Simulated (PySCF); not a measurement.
Unrelated species, one level of theory. Computed with PySCF, TDDFT B3LYP/def2-SVPD, vertical, gas phase, core orbitals frozen in the response. Geometries: GFN2-xTB; one conformer of each isolated species. Triplets are in the Tamm–Dancoff approximation. 'Strongest' means the level of largest summed f among the lowest 8 singlets; it needn't be the same kind of state in each.

Question: Rank by computed lowest singlet excitation energy, lowest first.
A. `C#CC1([SiH3])C=C1`
B. `FC(Cl)(F)F`
C. `C[SiH2]O[SiH2]S[SiH2]S`
D. `CO/C=C(\F)SC`
E. `N#CC1=C[C@@H]2C(C#N)=C[C@H]12`

Answer: D (4.31 eV), E (4.48 eV), A (5.18 eV), C (5.35 eV), B (7.71 eV).

| SMILES | S1 (eV) | α (au) | HOMO (eV) | T1 (eV) | strongest (eV) | f (strongest) | S1 mainly |
| --- | --- | --- | --- | --- | --- | --- | --- |
| CO/C=C(\F)SC | 4.31 | 78.6 | -5.53 | 3.88 | 5.52 | 0.24 | H→L (96%) |
| N#CC1=C[C@@H]2C(C#N)=C[C@H]12 | 4.48 | 96.8 | -7.91 | 3.21 | 5.86 | 0.25 | H→L (93%) |
| C#CC1([SiH3])C=C1 | 5.18 | 81.9 | -7.10 | 3.93 | 5.90 | 0.02 | H→L (96%) |
| C[SiH2]O[SiH2]S[SiH2]S | 5.35 | 135.9 | -7.27 | 5.11 | 6.42 | 0.02 | H→L (96%) |
| FC(F)(F)Cl | 7.71 | 31.6 | -9.90 | 6.84 | 9.51 | 0.15 | H-1/H→L (98%) |

H and L stand for HOMO and LUMO. A slash joins orbitals within 0.01 eV of each other, whose weights are summed (≥ marks a lower bound).

Mean S1 by what the SMILES shows (count): single bonds only 6.53 eV (2); a double or triple bond but no aromatic ring 4.66 eV (3).
